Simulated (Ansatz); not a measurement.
Consider the atomization: `N#[C][Al]([F])[F]` → Al• + C• + 2 F• + N•.

Calculated with Ansatz (gas phase, PBE0-D4/def2-TZVP geometries, no zero-point term in ΔE). CCSD(T)/CBS adds triple-zeta CCSD(T) − MP2 to the extrapolated MP2 energy (def2 sets, frozen cores). This one scheme is used for every species, atoms too. DFT in def2-TZVPP. Open shells (•) are unrestricted, without spin–orbit coupling. Spin–orbit coupling would lower the free atoms: a little for Al, C, F.

(1) What is ΔE at CCSD(T)/CBS? (An estimate is asked.)

(2) What do these levels give: PBE-D4, r2SCANh, MP2/def2-SVP, CCSD(T)/def2-SVP, CCSD/def2-TZVPP, CCSD(T)/def2-TZVPP? (Estimate.)

Largest T1 diagnostic among the species: 0.018.

## Answers

(1) Ansatz gave: +571.4 kcal/mol.

(2) Computed: PBE-D4 585.8, r2SCANh 557.5, MP2/def2-SVP 563.3, CCSD(T)/def2-SVP 532.5, CCSD/def2-TZVPP 538.0, CCSD(T)/def2-TZVPP 551.8 kcal/mol.

From PBE to PBE0 (25 % exact exchange), in def2-TZVPP and without D4, ΔE moves by −24.3 kcal/mol: exact exchange takes away binding that semilocal exchange gives to molecules. The D4 term adds +3.4 kcal/mol with B3LYP and +1.8 kcal/mol with PBE0; it sums over pairs of atoms, weighted by their polarisabilities, and B3LYP, whose exchange is more repulsive, gets the larger term. In def2-TZVPP, CCSD(T) changes the Hartree–Fock value by +159.0 kcal/mol (the triples alone add +13.8 kcal/mol) and MP2 by +192.7 kcal/mol; breaking electron pairs costs correlation energy, which Hartree–Fock lacks.

B3LYP here is the variant with VWN-RPA as its local correlation; programs differ in this.

For atomizations the MP2-based limit and the directly extrapolated one differ by several kJ/mol either way, and by 10 to 25 for some Ge, Se and Sn compounds, so smaller differences from it don't rank the levels.
